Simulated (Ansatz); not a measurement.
Sn(CN)H3 (CH3NSn). Total charge 0; singlet. Geometry PBE-D4/def2-TZVP; atoms count from 1.

Cartesian coordinates in Å:
```
Sn 0.661 0.050 0.007
C -1.459 -0.111 -0.017
N -2.621 -0.200 -0.027
H 1.055 0.993 1.375
H 1.102 0.812 -1.457
H 1.263 -1.544 0.119
```

In the def2 sets Sn takes a core potential; there is no spin–orbit coupling.

Q: Estimate the Mulliken populations from the PBE0/def2-TZVP orbitals of Ansatz.

A: 
```json
{"atom": "Sn1", "charge (e)": "0.45"}
{"atom": "C2", "charge (e)": "-0.34"}
{"atom": "N3", "charge (e)": "-0.05"}
{"atom": "H4", "charge (e)": "-0.02"}
{"atom": "H5", "charge (e)": "-0.02"}
{"atom": "H6", "charge (e)": "-0.02"}
```
Mulliken values and Mayer orders depend strongly on the basis.

Q: And the Mayer bond orders between bonded heavy atoms (over 0.3)?

A: Sn1–C2 0.81 (2.13 Å); C2–N3 3.02 (1.17 Å).
